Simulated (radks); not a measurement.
The numbers below are computed, except where a source is named.
The nitrogen anion N2-, [He] 2s2 2p5, held by a Watson sphere: a shell of charge +2 at radius R that stands for the Madelung well of a crystal (potential energy -2/R inside, -2/r outside, in hartree with lengths in bohr). Code: a radial shooting solver on a logarithmic mesh with Libxc functionals. Model: scalar-relativistic Kohn-Sham, LDA (Slater exchange, VWN5 correlation), spin-polarised, spherical densities, finite nucleus; open shells are filled with parallel spins first; Fermi nuclear charge, rms radius of each element as measured or else 0.836 A^(1/3) + 0.57 fm. Response by self-consistent Sternheimer equations with the Hartree and adiabatic LDA kernel, the relativistic mass of each level held fixed and spin-orbit coupling left out. The sphere does not respond.

\begin{tabular}{lrrrrrrr}
R (bohr) & e(2s down) (eV) & e(2p up) (eV) & e(2p down) (eV) & <r> 2p (bohr) & sum of <r^2> (bohr^2) & X-ray form factor at sin(theta)/lambda = 0.2 1/angstrom & alpha (bohr^3) \\ \hline
1.64 & -19.007 & -8.781 & -7.740 & 1.603 & 20.69 & 5.247 & 12.56 \\
1.74 & -18.570 & -8.455 & -7.435 & 1.638 & 21.51 & 5.173 & 13.82 \\
2.28 & -16.498 & -6.859 & -5.921 & 1.821 & 25.93 & 4.869 & 23.04 \\
2.37 & -16.206 & -6.623 & -5.695 & 1.851 & 26.67 & 4.833 & 25.08 \\
2.42 & -16.050 & -6.496 & -5.573 & 1.867 & 27.08 & 4.814 & 26.28 \\
3.16 & -14.219 & -4.929 & -4.047 & 2.119 & 33.36 & 4.634 & 52.15 \\
3.3 & -13.957 & -4.695 & -3.814 & 2.169 & 34.61 & 4.616 & 59.30 \\
3.58 & -13.497 & -4.278 & -3.394 & 2.275 & 37.20 & 4.589 & 76.69 \\
3.73 & -13.280 & -4.082 & -3.193 & 2.336 & 38.65 & 4.580 & 88.10 \\
\end{tabular}
